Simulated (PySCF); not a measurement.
Compound: In(OH)3.
Bonds: In1–O2, In1–O4, In1–O6. Hydrogens: H3 on O2; H5 on O4; H7 on O6.

Level of theory: PBE0-D3(BJ)/def2-SVP geometry optimisation, gas phase, def2 core potentials past Kr (PySCF 2.14.0).

Problem. How far are the bound atoms from In1?

Solution. 3 atoms: O6 1.989 Å, O4 1.989 Å, O2 1.990 Å. The nearest atom not counted as bound is H5, at 2.50 Å (others tie with it).

Problem. List the angles at In1.

Solution. 
| angle | degrees | distance of the outer atoms (Å) |
| --- | --- | --- |
| O4–In1–O6 | 120.8 | 3.46 |
| O2–In1–O4 | 120.0 | 3.45 |
| O2–In1–O6 | 119.1 | 3.43 |

Problem. What is the shape at In1?

Solution. Planar: angles 120.8°, 120.0° and 119.1°, sum 360.0°, 0.00 Å off the plane of its three neighbours.

Problem. What are the other bond lengths?

Solution. O2–H3, O4–H5, O6–H7 0.965 Å.

Point group: C3h (every atom within 0.08 Å of its image). Charge 0, singlet. PBE0-D3(BJ)/def2-SVP frequencies: not computed here.

Hardware: one thread of an Arm Neoverse V2, no GPU, shared host. Cost: 29 s wall, 0.33 GiB resident at most. That covers the optimisation of the geometry.

One conformer stands for the species.
